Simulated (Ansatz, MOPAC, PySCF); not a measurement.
Lewis adduct: GaH3 (SMILES [GaH3]) (first 4 atoms) with NH3 (SMILES N); geometry from B3LYP-D3(BJ)/def2-TZVP, rigid monomers moved along the line of their centres of mass till Ga1···N5 is 2.51 Å.
(charge 0, multiplicity 1):
```xyz
8

Ga     0.4703    -0.3679     0.7709
H      0.0872    -1.9012     0.8392
H     -0.2810     0.5411    -0.2834
H      1.9285     0.0557     1.2143
N     -0.7539     0.3910     2.8230
H     -1.7473     0.2048     2.7357
H     -0.4097    -0.0946     3.6444
H     -0.6280     1.3874     2.9659
```

Counterpoise-corrected where a basis set is named; no monomer relaxation. Rows marked so take none.

Correlated levels freeze the cores. Filled d and f shells under p-block atoms count as core. CBS: X⁻³ extrapolation of the correlation energy, Hartree–Fock from the larger set. Rows in 6-31G*, STO-3G carry no dispersion term and start afresh at each structure (6-31G* with six Cartesian d functions); the Pople sets are all-electron and without relativity. The state that AM1, PM3, PM6, PM7 reach isn't checked; PM7 holds dispersion and hydrogen-bond terms.

Run with Ansatz (Gaussian basis) for Hartree–Fock, density functionals and correlated methods; MOPAC for AM1, PM3, PM6, PM7 (differences of heats of formation); PySCF for 6-31G* rows, STO-3G rows, the dispersion terms. Values without a source in brackets are computed.

Other levels give for the interaction energy: PBE/def2-TZVPPD -896.4; B3LYP/def2-TZVPPD -831.4; B3LYP-D3(BJ)/def2-TZVPPD -915.1; wB97M-V/def2-TZVPPD -934.0; CCSD(T)/CBS(aug-cc-pVDZ, aug-cc-pVTZ) -927.2 meV.

Common cheap choices:

```tsv
level	interaction energy (meV)	less -927.2 (CCSD(T)/CBS(aug-cc-pVDZ, aug-cc-pVTZ))
AM1	-1534.2	-607.0
PM3	-1885.3	-958.1
PM6	-759.3	167.9
PM7	-271.9	655.3
HF/STO-3G (no counterpoise)	-1373.9	-446.7
B3LYP/6-31G*	-923.5	3.7
B3LYP/6-31G* (no counterpoise)	-1071.7	-144.5
M06-2X/6-31G* (no counterpoise)	-1244.3	-317.1
```

Ansatz is a program for electronic structure.
